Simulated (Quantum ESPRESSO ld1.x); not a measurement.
The numbers below are computed, except where a source is named.
One sound ld1.x (Quantum ESPRESSO 7.5) input for the scandium ion Sc+ gives E = -764.067 hartree in 25 iterations:

```
 &input
    zed=21.0,
    iswitch=1,
    rel=2,
    dft='BLYP',
    config='[Ar] 3d1 4s1',
    lsmall=.true.,
    prefix='ld1',
    max_out_wfc=37,
    file_charge='ld1.rho',
 /
```

Changed or added lines, one case at a time, and what came of them:

- dx=0.002: refused. The program stops in do_mesh with "ndmx is too small": the mesh holds 3500 points at most, so dx, xmin and rmax must fit that.
- atom='Sc': harmless. atom and zed name the same element, and the result equals that of the sound run.
- lsd=1: refused. The program stops in ld1_readin with "local spin density and spin-orbit not allowed": spin polarisation goes with rel = 0 or 1 alone.
- config='[Ar] 3d1 4s1 5p4': not converged. The string holds 24 electrons for Z = 21, so the species has charge -3 and is not the one meant. The extra electrons are not bound, and the cycle does not converge.
- dx=0.06: inaccurate. The radial step is too large to integrate the orbitals; the run ends without a warning, but the energy is off by -0.031 hartree against the default mesh.
- cau_fact=20.66: crashed. The program stops in dirsol with "no classical turning point found": with c below Z the Dirac equation of a point nucleus has no 1s solution.
- dft='LDA+U': refused. The program stops in set_dft_from_name with "LDA+U: unrecognized dft": the name is not a functional that the program knows.
